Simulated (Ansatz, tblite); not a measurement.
Isomers of Al₄B₂ (singlet), found by a short tight-binding search and relaxed with B3LYP-D4/def2-SVP in Ansatz.

The xTB rows come from tblite. Correlated methods freeze 22 core orbitals.

Run but left out: HF/def2-TZVP, B2PLYP/def2-TZVP (A: restricted singlet, unstable in another Hartree–Fock run and untested here); HF/def2-TZVPP (A: restricted singlet, unstable towards broken spin symmetry).

A further structure is left out (at the level of its geometry, restricted singlet, unstable towards broken spin symmetry at other levels and untested here); at PBE0-D4/def2-TZVP its energy lies 3.40 eV above the lowest shown.

A: The restricted singlet is unstable towards broken spin symmetry in Hartree–Fock (as tested in another run); at PBE-D4/def2-TZVP, r2SCAN-D4/def2-TZVP, PBE0-D4/def2-TZVP this wasn't settled. At CCSD(T)/def2-TZVPP T1 of the charge 0 singlet is large (up to 0.033), so the single-reference result is doubtful. At CCSD(T)/def2-TZVPP the restricted singlet (for correlated methods, its reference) is unstable: a solution with broken spin symmetry lies lower. B: At CCSD(T)/def2-TZVPP T1 of the charge 0 singlet is large (up to 0.037), so the single-reference result is doubtful. At CCSD(T)/def2-TZVPP the restricted singlet (for correlated methods, its reference) is unstable: a solution with broken spin symmetry lies lower.

Other spin states were run for one of them alone.

A:

```tsv
atom	x (Å)	y (Å)	z (Å)
B1	0.243	0.702	-0.113
B2	-0.257	-0.742	0.118
Al3	-2.177	-0.805	0.958
Al4	2.162	0.835	-0.950
Al5	-1.112	2.196	0.465
Al6	1.142	-2.185	-0.478
```

B:

```xyz
6

B    -0.353   -0.170    0.091
B     1.138    0.206   -0.102
Al   -1.720    1.346   -0.372
Al    0.853    2.139   -0.753
Al    1.742   -1.750    0.486
Al   -1.660   -1.772    0.650
```

Question: Estimate their order by electronic energy at PBE0-D4/def2-TZVP, counted from the lowest.

Answer: B (0.0) < A (15.2), in kJ/mol.

Question: Do the other levels pick the same lowest one?

Answer: Not GFN1-xTB. Energies above each level's lowest (kJ/mol):

```json
{"level": "GFN1-xTB", "A": "0.0", "B": "14.0"}
{"level": "GFN2-xTB", "A": "5.6", "B": "0.0"}
{"level": "PBE-D4/def2-TZVP", "A": "12.3", "B": "0.0"}
{"level": "r2SCAN-D4/def2-TZVP", "A": "23.2", "B": "0.0"}
{"level": "PBE0-D4/def2-TZVP", "A": "15.2", "B": "0.0"}
{"level": "MP2/def2-TZVPP", "A": "31.0", "B": "0.0"}
{"level": "CCSD/def2-TZVPP", "A": "15.9", "B": "0.0"}
{"level": "CCSD(T)/def2-TZVPP", "A": "21.6", "B": "0.0"}
```
Point groups (tolerance 0.1 Å): A not assigned, B Cs. Lower isomers may exist.
